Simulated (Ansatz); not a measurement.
`BC1=C(S)C1` + H₂Te → `B[TeH]` + `SC1=CC1`  (ligand exchange at a B–C bond)

Gas-phase electronic energies from Ansatz, PBE0-D4/def2-TZVP geometries. CCSD(T)/CBS adds triple-zeta CCSD(T) − MP2 to the extrapolated MP2 energy (def2 sets, frozen cores). DFT in def2-TZVPP. B3LYP here is the variant with VWN-RPA as its local correlation; programs differ in this. def2 core potentials past Kr. For Te outer-core shells are correlated without core-valence functions, which leaves a few kJ/mol of doubt a bond. Each species was taken in one conformer, which may not be the lowest.

```tsv
level	ΔE (kcal/mol)	difference from CCSD(T)/CBS
LDA (SPW92)	-2.4	3.5
PBE-D4	-2.9	3.0
PBE0-D4	-3.5	2.4
B3LYP-D4	-1.7	4.2
r2SCANh-D4	-2.9	3.0
r2SCAN	-2.7	3.2
B3LYP	-2.0	3.9
HF/def2-SVP	-2.1	3.8
MP2/def2-SVP	-3.3	2.6
HF/def2-TZVPP	-2.4	3.5
MP2/def2-TZVPP	-5.3	0.6
SCS-MP2/def2-TZVPP	-4.8	1.1
CCSD/def2-TZVPP	-5.0	0.9
SCS-MP2/def2-QZVPP	-5.1	0.8
HF/CBS(def2)	-2.4	3.5
CCSD/CBS(def2)	-5.7	0.2
CCSD(T)/CBS	-5.9	0
```

Largest T1 diagnostic among the species: 0.015.

At CCSD(T), def2-SVP lies +1.9 kcal/mol from the extrapolated value and def2-TZVPP +0.7 kcal/mol. From r2SCAN to r2SCAN0 (25 % exact exchange), in def2-TZVPP and without D4, ΔE moves by −0.8 kcal/mol. In def2-TZVPP, CCSD(T) changes the Hartree–Fock value by −2.8 kcal/mol (the triples alone add −0.2 kcal/mol) and MP2 by −2.9 kcal/mol.
